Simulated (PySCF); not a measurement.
Compound: C6H13F.
Bonds: C1–C2, C2–C3, C2–C4, C4–C5, C5–C6, C6–F7. Hydrogens: H8, H9, H10 on C1; H11 on C2; H12, H13, H14 on C3; H15, H16 on C4; H17, H18 on C5; H19, H20 on C6.

The same species was optimised twice, with GFN2-xTB and with PBE0-D3(BJ)/def2-SVP (PySCF), and the same property calculations (PySCF, gas phase) were run on both structures.

```csv
coordinate,GFN2-xTB,PBE0-D3(BJ)/def2-SVP,change
C5–C6 (Å),1.522,1.510,-0.012
C4–C5 (Å),1.528,1.522,-0.006
C2–C3 (Å),1.528,1.524,-0.004
C2–C4 (Å),1.532,1.529,-0.003
C1–C2 (Å),1.527,1.525,-0.002
C6–F7 (Å),1.376,1.376,0.000
C4–C5–C6 (°),111.6,113.0,+1.4
C2–C4–C5 (°),113.8,115.1,+1.3
C1–C2–C3 (°),109.8,110.9,+1.1
C3–C2–C4 (°),109.6,110.4,+0.8
C1–C2–C4 (°),111.8,112.5,+0.7
C5–C6–F7 (°),110.7,110.4,-0.3
C1–C2–C4–C5 (°),-64,-61,+3
C2–C4–C5–C6 (°),-175,-172,+3
C4–C5–C6–F7 (°),66,62,-4
```

Rotational constants: A = 5281, B = 1137, C = 993.4 MHz (GFN2-xTB) against A = 5196, B = 1146, C = 996.1 MHz (PBE0-D3(BJ)/def2-SVP). Point groups within 0.08 Å: C1 and C1.

On the GFN2-xTB structure: lowest singlet, TDDFT (eV) 8.78 [CAM-B3LYP/def2-SVPD]; isotropic polarisability (au) 74.8 [CAM-B3LYP/def2-SVPD]; HOMO (eV) -10.22 [CAM-B3LYP/def2-SVPD]; LUMO (eV) 1.38 [CAM-B3LYP/def2-SVPD]; dipole (D) 1.83 [CAM-B3LYP/def2-SVPD]; HOMO (eV) -8.75 [PBE0/pcSseg-1]; LUMO (eV) 1.50 [PBE0/pcSseg-1]; dipole (D) 1.75 [PBE0/pcSseg-1]; GIAO shielding of C1/C3 (mean) (ppm) 162.1 [PBE0/pcSseg-1]; GIAO shielding of C2 (ppm) 154.3 [PBE0/pcSseg-1]; GIAO shielding of C4 (ppm) 147.5 [PBE0/pcSseg-1]; GIAO shielding of C5 (ppm) 152.5 [PBE0/pcSseg-1]; GIAO shielding of C6 (ppm) 99.8 [PBE0/pcSseg-1]; GIAO shielding of F7 (ppm) 422.9 [PBE0/pcSseg-1].

**Question.** What do these properties become on the PBE0-D3(BJ)/def2-SVP structure?

**Answer.** 
| property | level | on GFN2-xTB | on PBE0-D3(BJ)/def2-SVP | change |
| --- | --- | --- | --- | --- |
| lowest singlet, TDDFT (eV) | CAM-B3LYP/def2-SVPD | 8.78 | 8.85 | +0.07 |
| isotropic polarisability (au) | CAM-B3LYP/def2-SVPD | 74.8 | 76.0 | +1.2 |
| HOMO (eV) | CAM-B3LYP/def2-SVPD | -10.22 | -10.32 | -0.10 |
| LUMO (eV) | CAM-B3LYP/def2-SVPD | 1.38 | 1.36 | -0.02 |
| dipole (D) | CAM-B3LYP/def2-SVPD | 1.83 | 1.80 | -0.03 |
| energy, GFN2-xTB geometry as zero (kcal/mol) | CAM-B3LYP/def2-SVPD | 0.0 | -0.8 | -0.8 |
| HOMO (eV) | PBE0/pcSseg-1 | -8.75 | -8.86 | -0.11 |
| LUMO (eV) | PBE0/pcSseg-1 | 1.50 | 1.46 | -0.04 |
| dipole (D) | PBE0/pcSseg-1 | 1.75 | 1.72 | -0.03 |
| energy, GFN2-xTB geometry as zero (kcal/mol) | PBE0/pcSseg-1 | 0.0 | -0.8 | -0.8 |
| GIAO shielding of C1/C3 (mean) (ppm) | PBE0/pcSseg-1 | 162.1 | 160.4 | -1.7 |
| GIAO shielding of C2 (ppm) | PBE0/pcSseg-1 | 154.3 | 153.6 | -0.7 |
| GIAO shielding of C4 (ppm) | PBE0/pcSseg-1 | 147.5 | 148.0 | +0.5 |
| GIAO shielding of C5 (ppm) | PBE0/pcSseg-1 | 152.5 | 151.7 | -0.8 |
| GIAO shielding of C6 (ppm) | PBE0/pcSseg-1 | 99.8 | 100.3 | +0.5 |
| GIAO shielding of F7 (ppm) | PBE0/pcSseg-1 | 422.9 | 421.3 | -1.6 |

The heavy atoms differ by 0.032 Å rms after alignment. Among bonds between heavy atoms C5–C6 changes most (-0.012 Å). Changes are differences of the printed values. Neither structure is proved a minimum here.

Conformer computed: `[CH3:1][CH:2]([CH3:3])[CH2:4][CH2:5][CH2:6][F:7]`: C1–C2–C4–C5 -61°, C2–C4–C5–C6 -172°, C4–C5–C6–F7 62°.
